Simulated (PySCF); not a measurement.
# `c1cc2nn[se]c2cn1`, C₅H₃N₃Se

Geometry (Å), atoms numbered from 1 in this order:
```xyz
12

C    -1.931   -0.994    0.115
C    -0.611   -1.291   -0.188
C     0.241   -0.213   -0.440
N     1.583   -0.317   -0.757
N     2.217    0.721   -0.955
Se    1.097    2.298   -0.758
C    -0.262    1.106   -0.379
C    -1.620    1.278   -0.062
N    -2.418    0.254    0.175
H    -2.643   -1.800    0.321
H    -0.237   -2.315   -0.232
H    -2.060    2.279   -0.001
```

Level of theory: PySCF, quadratic response CAM-B3LYP/aug-cc-pVDZ first hyperpolarisability, Taylor convention, gas phase. Geometry: PBE0-D3(BJ)/def2-SVP.

The calculation is non-relativistic, which matters for the atoms heavier than Zn.

Question: Give the tensor of the second harmonic β(−2ω;ω,ω) at 1064 nm in the axes of these coordinates.

Answer: In au, Taylor convention; rows are the first index (the induced dipole):
```tsv
	xx	yy	zz	xy	xz	yz
x	+11.5	+1.6	-22.8	-1.7	-16.9	-17.3
y	+1.0	-184.0	-69.6	-10.1	-18.9	+4.3
z	-16.8	+1.8	+28.7	-16.8	-21.9	-63.8
```
Norm of βᵢ = ⅓ Σⱼ (βᵢⱼⱼ + βⱼᵢⱼ + βⱼⱼᵢ): 251.6 au, hyper-Rayleigh value 99.1 au.
